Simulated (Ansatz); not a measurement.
Ligand exchange: Sn(CH3)Cl3 + GeHCl3 → SnCl4 + GeH(CH3)Cl2

Species: Sn(CH3)Cl3 (methyltin trichloride), singlet; GeHCl3 `[Cl][GeH]([Cl])[Cl]`, singlet; SnCl4 (tin tetrachloride) `[Cl][Sn]([Cl])([Cl])[Cl]`, singlet; GeH(CH3)Cl2, singlet. The partners trade CH3 for Cl: Sn–CH3 and Ge–Cl bonds give way to Sn–Cl and Ge–CH3.

Shapes, held fixed at every level: PBE0-D4/def2-TZVP. Programs: Ansatz 0.2.0. Electronic energies: no zero-point or thermal term.

Problem. Estimate ΔE of this reaction.

Solution. The highest level, CCSD(T)/def2-TZVPP, gives ΔE = -2.7 kJ/mol; the levels span -8.4 to -1.1. That is about zero within the method's error. The column of differences is taken from that level and isn't an error. No measured value is set beside it here. For atoms past krypton def2 sets carry core potentials with scalar relativity. Relativity is left out for Ge unless named. Correlated rows may include outer-core shells of Ge, Sn, which these sets cover unevenly.

```csv
level,kind,ΔE (kJ/mol),less CCSD(T)/def2-TZVPP
r2SCAN-D4/def2-TZVPP,meta-GGA,-4.6,-1.9
PBE0-D4/def2-TZVPP,global hybrid,-4.3,-1.6
wB97X-V/def2-TZVPP,range-separated hybrid,-5.2,-2.5
B2PLYP/def2-TZVPP,double hybrid,-3.8,-1.1
MP2/def2-TZVPP,perturbation theory,-1.1,+1.6
CCSD/def2-SVP,coupled cluster or CI,-8.4,-5.7
CCSD/def2-TZVPP,coupled cluster or CI,-3.3,-0.6
CCSD(T)/def2-TZVPP,coupled cluster or CI,-2.7,0.0
```
